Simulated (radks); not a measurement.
Problem. These are the eigenvalues of the occupied orbitals of an atom or ion with whole-number occupations (hartree). Calculated with a radial shooting solver on a logarithmic mesh with Libxc functionals: Dirac Kohn-Sham, XLYP, spin-unpolarised, spherical densities, finite nucleus; Fermi nuclear charge, rms radius of each element as measured or else 0.836 A^(1/3) + 0.57 fm.

| orbital | eigenvalue |
|---|---|
| 1s1/2 | -846.7164 |
| 2s1/2 | -122.9961 |
| 2p1/2 | -113.9138 |
| 2p3/2 | -108.5955 |
| 3s1/2 | -22.22884 |
| 3p1/2 | -18.67428 |
| 3p3/2 | -17.75950 |
| 3d3/2 | -11.46300 |
| 3d5/2 | -11.28256 |
| 4s1/2 | -3.33575 |
| 4p1/2 | -2.25202 |
| 4p3/2 | -2.10639 |
| 4d3/2 | -0.49895 |
| 4d5/2 | -0.48305 |
| 5s1/2 | -0.33326 |
| 5d3/2 | -0.02096 |

Which element is it, and in what charge state? The configuration may be excited. Open shells, if any, fill j = l - 1/2 first.

Solution. Z = 45, rhodium, charge 0: Rh in [Kr] 4d7 5s1 5d1. The list shows which subshells hold electrons but not how many an open one holds; the 1s level, -846.72 hartree, gives Z - s = 41.2 by -(Z - s)^2/2, which with screening and relativity narrows Z to a few neighbours, and the depths of the outer levels then fix element, charge and occupations together.
